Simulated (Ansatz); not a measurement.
Reaction (substitution at a C–Si bond): `C#C[SiH2]N` + `O[SiH3]` → `C#CO[SiH3]` + `N[SiH3]`

Calculated with Ansatz (gas phase, PBE0-D4/def2-TZVP geometries, no zero-point term in ΔE). CCSD(T)/CBS is the MP2 limit (def2-TZVPP, def2-QZVPP) plus CCSD(T) − MP2 in def2-TZVPP, frozen cores. This one scheme is used for every species. Functionals use def2-TZVPP. HSE06 is defined as in plane-wave codes. Each species was taken in one conformer, which may not be the lowest.

```tsv
level	ΔE (kJ/mol)
B97M-V	130.4
PBE0-D4	123.6
r2SCANh-D4	129.4
r2SCAN0-D4	129.4
HSE06-D4	123.7
ωB97X-V	125.2
B2PLYP	132.0
MP2/def2-SVP	116.5
```

(1) What does CCSD(T)/CBS give? (Estimate.)

(2) What do rigid-rotor, harmonic-oscillator terms from PBE0-D4/def2-TZVP frequencies (298.15 K, 1 bar) make of the CCSD(T)/CBS value? (An estimate is asked.)

Largest T1 diagnostic among the species: 0.013.

Answers

(1) Ansatz gave: +141.5 kJ/mol. The listed levels differ from it by -11.1, -17.9, -12.1, -12.1, -17.8, -16.3, -9.5, -25.0 kJ/mol.

(2) Computed: ΔZPE = -5.9 kJ/mol, ΔH = +135.2 kJ/mol, ΔS = -1 J/(mol·K), ΔG = +135.5 kJ/mol.

From BLYP to BHLYP (50 % exact exchange), in def2-TZVPP and without D4, ΔE moves by +5.0 kJ/mol. At CCSD(T), def2-SVP lies −30.1 kJ/mol from the extrapolated value and def2-TZVPP −3.9 kJ/mol.
